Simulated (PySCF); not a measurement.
F₃Si (SMILES F[Si](F)F), doublet, geometry from GFN2-xTB; M06L/def2-SVP (PySCF).

Input for PySCF:
```python
from pyscf import gto, scf, dft

mol = gto.M(
    atom='''
Si    0.25525364    0.24331611    0.24315598
F    -0.69074141   -0.73372896    1.06805322
F    -0.73927609    1.06837931   -0.68429241
F     1.03295628   -0.71314208   -0.76200346
''',
    basis='def2-svp',
    spin=1,
    verbose=4,
)

mf = dft.UKS(mol)
mf.xc = 'm06l'
mf.kernel()
mf.analyze()
```

Output, abridged:

```
PySCF version 2.14.0

[INPUT] verbose = 4
[INPUT] num. atoms = 4
[INPUT] num. electrons = 41
[INPUT] charge = 0
[INPUT] spin (= nelec alpha-beta = 2S) = 1
[INPUT] symmetry False subgroup None
[INPUT] Mole.unit = angstrom
[INPUT] Symbol           X                Y                Z      unit          X                Y                Z       unit  Magmom
[...]
nuclear repulsion = 176.905352956972
number of shells = 26
number of NR pGTOs = 108
number of NR cGTOs = 60
basis = def2-svp
ecp = {}

******** <class 'pyscf.dft.uks.UKS'> ********
method = UKS
initial guess = minao
damping factor = 0
level_shift factor = 0
DIIS = <class 'pyscf.scf.diis.CDIIS'>
diis_start_cycle = 1
diis_space = 8
diis_damp = 0
SCF conv_tol = 1e-09
SCF conv_tol_grad = None
SCF max_cycles = 50
direct_scf = True
direct_scf_tol = 1e-13
number electrons alpha = 21  beta = 20
XC library pyscf.dft.libxc version 7.1.2
    S. Lehtola, C. Steigemann, M. J. T. Oliveira, and M. A. L. Marques,  SoftwareX 7, 1–5 (2018)
XC functionals = m06l
    Y. Zhao and D. G. Truhlar,  J. Chem. Phys. 125, 194101 (2006)
    Y. Zhao and D. G. Truhlar,  J. Chem. Phys. 125, 194101 (2006)
    Y. Zhao and D. G. Truhlar,  Theor. Chem. Acc. 120, 215 (2008)
radial grids:
    Treutler-Ahlrichs [JCP 102, 346 (1995); DOI:10.1063/1.469408] (M4) radial grids

becke partition: Becke, JCP 88, 2547 (1988); DOI:10.1063/1.454033
pruning grids: <function nwchem_prune>
grids dens level: 3
symmetrized grids: False
atomic radii adjust function: <function treutler_atomic_radii_adjust>
small_rho_cutoff = 0
Set gradient conv threshold to 3.16228e-05
tot grids = 61968
init E= -589.060734193492

cycle= 1 E= -588.600860636803  delta_E= 0.46  |g|= 0.678  |ddm|= 1.59
cycle= 2 E= -588.150383951581  delta_E= 0.45  |g|=  1.3  |ddm|= 1.34
cycle= 3 E= -588.763186179408  delta_E= -0.613  |g|= 0.0327  |ddm|= 0.887
cycle= 4 E= -588.763913831008  delta_E= -0.000728  |g|= 0.00625  |ddm|= 0.0673
cycle= 5 E= -588.763939075066  delta_E= -2.52e-05  |g|= 0.0019  |ddm|= 0.01
cycle= 6 E= -588.76394079455  delta_E= -1.72e-06  |g|= 0.000474  |ddm|= 0.00292
cycle= 7 E= -588.763940829617  delta_E= -3.51e-08  |g|= 0.000486  |ddm|= 0.000824
cycle= 8 E= -588.763940908829  delta_E= -7.92e-08  |g|= 6.17e-05  |ddm|= 0.000332
cycle= 9 E= -588.763940910369  delta_E= -1.54e-09  |g|= 1.03e-05  |ddm|= 6.88e-05
cycle= 10 E= -588.763940910436  delta_E= -6.72e-11  |g|= 1.93e-06  |ddm|= 1.68e-05
[...]
converged SCF energy = -588.763940910438  <S^2> = 0.75188171  2S+1 = 2.0018808
Total Energy =                        -588.763940910437896
[...]
spin_pop of  0 Si 3pz       0.11654
spin_pop of  0 Si 4px       0.00133
spin_pop of  0 Si 4py       0.00122
spin_pop of  0 Si 4pz       0.00121
spin_pop of  0 Si 3dxy      0.00368
spin_pop of  0 Si 3dyz      0.00335
spin_pop of  0 Si 3dz^2     0.00024
spin_pop of  0 Si 3dxz      0.00368
spin_pop of  0 Si 3dx2-y2    0.00025
spin_pop of  1 F 1s       -0.00000
spin_pop of  1 F 2s        0.00298
spin_pop of  1 F 3s        0.00011
spin_pop of  1 F 2px       0.03004
spin_pop of  1 F 2py       0.02907
spin_pop of  1 F 2pz       0.00261
spin_pop of  1 F 3px       0.00036
spin_pop of  1 F 3py       0.00033
spin_pop of  1 F 3pz       0.00013
spin_pop of  1 F 3dxy      0.00004
spin_pop of  1 F 3dyz      0.00002
spin_pop of  1 F 3dz^2     0.00002
spin_pop of  1 F 3dxz      0.00002
spin_pop of  1 F 3dx2-y2    0.00003
spin_pop of  2 F 1s       -0.00000
spin_pop of  2 F 2s        0.00298
spin_pop of  2 F 3s        0.00011
spin_pop of  2 F 2px       0.03136
spin_pop of  2 F 2py       0.00262
spin_pop of  2 F 2pz       0.02775
spin_pop of  2 F 3px       0.00036
spin_pop of  2 F 3py       0.00013
spin_pop of  2 F 3pz       0.00032
spin_pop of  2 F 3dxy      0.00002
spin_pop of  2 F 3dyz      0.00001
spin_pop of  2 F 3dz^2     0.00002
spin_pop of  2 F 3dxz      0.00004
spin_pop of  2 F 3dx2-y2    0.00002
spin_pop of  3 F 1s       -0.00000
spin_pop of  3 F 2s        0.00298
spin_pop of  3 F 3s        0.00011
spin_pop of  3 F 2px       0.00341
spin_pop of  3 F 2py       0.02851
spin_pop of  3 F 2pz       0.02978
spin_pop of  3 F 3px       0.00016
spin_pop of  3 F 3py       0.00033
spin_pop of  3 F 3pz       0.00033
spin_pop of  3 F 3dxy      0.00001
spin_pop of  3 F 3dyz      0.00004
spin_pop of  3 F 3dz^2     0.00003
spin_pop of  3 F 3dxz      0.00001
spin_pop of  3 F 3dx2-y2    0.00002
 ** Mulliken Spin Density (per atom)  **
spin density of  0 Si =      0.80278
spin density of  1 F =      0.06575
spin density of  2 F =      0.06575
spin density of  3 F =      0.06572
 ** Mulliken pop alpha/beta on meta-lowdin orthogonal AOs **
 ** Mulliken pop       alpha | beta **
In total            21.00000 | 20.00000
 ** Mulliken atomic charges   ( Nelec_alpha | Nelec_beta ) **
charge of  0Si =      1.35195  (     6.72542      5.92263 )
charge of  1F =     -0.45064  (     4.75820      4.69245 )
charge of  2F =     -0.45063  (     4.75819      4.69244 )
charge of  3F =     -0.45067  (     4.75820      4.69248 )
Dipole moment(X, Y, Z, Debye):  1.13231,  1.07960,  1.07887
```
